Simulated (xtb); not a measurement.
CrO3, SMILES [O]=[Cr](=[O])=[O], multiplicity 1. All values are semi-empirical tight-binding results from xtb (GFN2-xTB unless named), good for trends rather than for accurate numbers. The structure is a stationary point at GFN2-xTB. The spin state was assumed, not searched. The isomer is the one that the SMILES or the coordinates give; other isomers of the formula were not compared.

For metal compounds this method's bond lengths and energies can be far off.

Computed properties:
```yaml
point_group_as_xtb_finds_it: C3v
orbital_gap: 0.39 eV
zero_point_energy: 5.4 kcal/mol
G − E(el) at 298.15 K (modified RRHO): -11.1 kcal/mol
```
